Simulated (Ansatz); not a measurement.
Two isomers of C2H7GeN: A = `C[CH2][Ge][NH2]`, B = `C=[C](N)[GeH3]`.

Isolated molecules relaxed with PBE0-D4/def2-TZVP in Ansatz; ΔE leaves out vibrations. CCSD(T)/CBS adds triple-zeta CCSD(T) − MP2 to the extrapolated MP2 energy (def2 sets, frozen cores). Functionals use def2-TZVPP. For Ge outer-core shells are correlated without core-valence functions, which leaves a few kJ/mol of doubt a bond. Scalar relativity is left out up to krypton. Each species was taken in one conformer, which may not be the lowest.

Task: Which isomer does CCSD(T)/CBS put lower? Give the gap. (Best estimate.)

Result: The calculation gave: A, by 26.4 kcal/mol.

Task: Give E(B) − E(A) in kcal/mol with BLYP-D4, CCSD/def2-TZVPP, CCSD(T)/def2-SVP, MP2/def2-TZVPP, PBE-D4, B2PLYP, HF/def2-TZVPP. (An estimate is asked.)

Result: Ansatz gave: BLYP-D4 26.8, CCSD/def2-TZVPP 24.2, CCSD(T)/def2-SVP 22.2, MP2/def2-TZVPP 24.5, PBE-D4 25.2, B2PLYP 25.4, HF/def2-TZVPP 22.3. None reverses the order clearly.

Task: Does the order hold for the free energy at 298.15 K (harmonic terms from PBE0-D4)? (An estimate is asked.)

Result: Ansatz gave: Yes: G(B) − G(A) = +22.1 kcal/mol, for one conformer each. Modes under 60 cm⁻¹, often nearly free rotors, make the harmonic entropy too high.

Largest T1 diagnostic: 0.013.

In def2-TZVPP, CCSD(T) changes the Hartree–Fock value by +1.4 kcal/mol (the triples alone add −0.4 kcal/mol) and MP2 by +2.2 kcal/mol. At CCSD(T), def2-SVP lies −4.2 kcal/mol from the extrapolated value and def2-TZVPP −2.6 kcal/mol.
